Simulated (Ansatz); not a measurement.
CH4FGeNS, SMILES `N=C(F)[S][GeH3]`, relaxed with RKS PBE-D4/def2-SVP in the Gaussian-basis code of Ansatz from a rough embedded geometry. The force threshold is 0.03 eV/Å; the program also tests the step.

Total charge 0; spin multiplicity 1.

Start:

```xyz
9

N     0.072    1.020    1.830
C    -0.145    1.227    0.520
F    -1.327    1.715    0.099
S     1.108    0.940   -0.652
Ge    0.389   -1.189   -1.010
H    -0.635    1.232    2.463
H     1.243   -1.878   -2.061
H     0.436   -1.935    0.333
H    -1.141   -1.132   -1.521
```

Q: By how much does the energy fall, and how many steps does the optimiser take? (Best estimate.)

A: Computed: 66.34 kJ/mol, in 19 steps, 1 of them rejected.

Q: Which bonds change most? (An estimate is asked.)

A: Ansatz gave: N1–C2 from 1.343 to 1.260 Å; Ge5–H9 from 1.614 to 1.546 Å; N1–H6 from 0.972 to 1.031 Å; C2–S4 from 1.740 to 1.770 Å.

Q: Give the relaxed structure. (Estimate.)

A: Ansatz gave: 
```xyz
9

N     0.095    2.041    1.683
C    -0.027    1.054    0.909
F    -1.139    0.246    0.866
S     1.232    0.572   -0.238
Ge    0.262   -1.238   -1.204
H    -0.739    2.167    2.276
H     1.352   -1.681   -2.209
H     0.000   -2.336   -0.147
H    -1.036   -0.826   -1.937
```
